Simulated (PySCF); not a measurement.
Excitations are Tamm–Dancoff values on a coarser integration grid. The basis has no diffuse functions, so Rydberg states are missing or too high.

Cartesian coordinates (Å):
SMILES: C[SiH2][SiH2]N
```xyz
13

C      1.9970    -0.4245     0.1569
Si     0.7538     0.9530    -0.1248
Si    -1.4098     0.2993     0.4851
N     -1.8785    -1.0193    -0.5311
H      1.6986    -1.3226    -0.3880
H      2.9933    -0.1307    -0.1803
H      2.0550    -0.6781     1.2176
H      0.7439     1.3374    -1.5685
H      1.1373     2.1702     0.6473
H     -2.3203     1.4886     0.4537
H     -1.4358    -0.2073     1.8866
H     -1.8125    -0.9103    -1.5309
H     -2.6960    -1.5587    -0.2918
```
Charge 0, spin multiplicity 1.

**Question.** What T1 excitation (TDA), total energy, LUMO, dipole moment and S1–T1 gap (TDA) does PBE0-D4/def2-TZVP (PySCF 2.14.0) give?

**Answer.** 
```yaml
T1 excitation (TDA): 5.33 eV
total_energy: -18421.79 eV
LUMO: 0.04 eV
dipole_moment: 1.28 D
S1–T1 gap (TDA): 0.49 eV
```
